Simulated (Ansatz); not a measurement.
Cartesian coordinates (Å):
```xyz
12

F      1.6547     2.0822     0.0075
C      0.8498     1.0693     0.0038
C     -0.5555     1.3170     0.0547
C     -1.4086     0.2435     0.0508
C     -0.8498    -1.0693    -0.0038
F     -1.6547    -2.0822    -0.0075
C      0.5555    -1.3170    -0.0547
C      1.4086    -0.2435    -0.0508
H     -0.9116     2.3491     0.0950
H     -2.4946     0.3572     0.0879
H      0.9116    -2.3491    -0.0950
H      2.4946    -0.3572    -0.0879
```
Charge +1, spin multiplicity 2.

These are frozen-core CCSD(T)/cc-pVDZ // B3LYP-D3(BJ)/def2-SVP (Ansatz, a quantum-chemistry and plane-wave program) values and carry that method's errors.

```
Quantity                        Value
----------------------  -------------
HF energy               -428.14225 Ha
MP2 correlation energy    -1.09840 Ha
```

Q: Estimate the CCSD correlation energy, the (T) correction, the total energy and the T1 diagnostic.

A: 
| Item | Value |
|---|---|
| CCSD correlation energy | -1.14234 Ha |
| (T) correction | -0.04240 Ha |
| CCSD(T) total energy | -429.32699 Ha |
| T1 diagnostic | 0.018 |
